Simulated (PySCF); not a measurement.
Compound: C₅H₉OP.
Structure used (PBE0-D3(BJ)/def2-SVP), in Å, numbered top down from 1:
```
atom  x, y, z in Å
C1     3.1065    0.6147    0.0084
O2     2.0144    0.5921   -0.8756
C3     0.8267    0.2717   -0.3635
P4     0.5007   -0.1138    1.2558
C5    -1.3139   -0.4340    1.1908
C6    -2.0302   -1.1260    0.0612
C7    -2.2984    0.3183    0.3355
H8     3.9907    0.8962   -0.5762
H9     2.9378    1.3470    0.8184
H10    3.2561   -0.3785    0.4688
H11    0.0653    0.2911   -1.1543
H12   -1.6702   -0.6900    2.1945
H13   -1.4388   -1.3894   -0.8214
H14   -2.8030   -1.8577    0.3138
H15   -1.8983    1.0663   -0.3560
H16   -3.2582    0.5945    0.7817
```

Computed with PySCF at PBE0/pcSseg-1, non-relativistic, on one gas-phase PBE0-D3(BJ)/def2-SVP geometry that isn't relaxed in the solvent. The solvent is an IEF-PCM continuum (van der Waals radii × 1.2). The model holds no explicit solvent molecules, cavitation or dispersion.

```json
{"run": "gas", "E − E(gas) (kcal/mol)": "0.00", "HOMO (eV)": "-6.15", "HOMO–LUMO gap (eV)": "5.30", "dipole (D)": "0.34"}
{"run": "P", "E − E(gas) (kcal/mol)": "-4.13", "HOMO (eV)": "-6.27", "HOMO–LUMO gap (eV)": "5.29", "dipole (D)": "0.75"}
{"run": "Q", "E − E(gas) (kcal/mol)": "-3.56", "HOMO (eV)": "-6.24", "HOMO–LUMO gap (eV)": "5.29", "dipole (D)": "0.68"}
```

Task: The runs were made in acetonitrile and dichloromethane. Which run belongs to which solvent?

Result: P = acetonitrile, Q = dichloromethane. The dielectric constants are 8.93 (dichloromethane), 35.69 (acetonitrile), and the energy falls further as ε rises. In this model the ground state sees the solvent through ε alone.

Task: How constant is the ratio of the lowering to (ε − 1)/(2ε + 1)?

Result: 
```tsv
solvent	(ε − 1)/(2ε + 1)	E − E(gas) (kcal/mol)	ratio (kcal/mol)	polarisation term (kcal/mol)
dichloromethane	0.420	-3.56	-8.5	-3.95
acetonitrile	0.479	-4.13	-8.6	-4.68
```

The ratio changes by +1.8 % in size from dichloromethane to acetonitrile. The polarisation term is half the interaction of the solute with the induced surface charges.
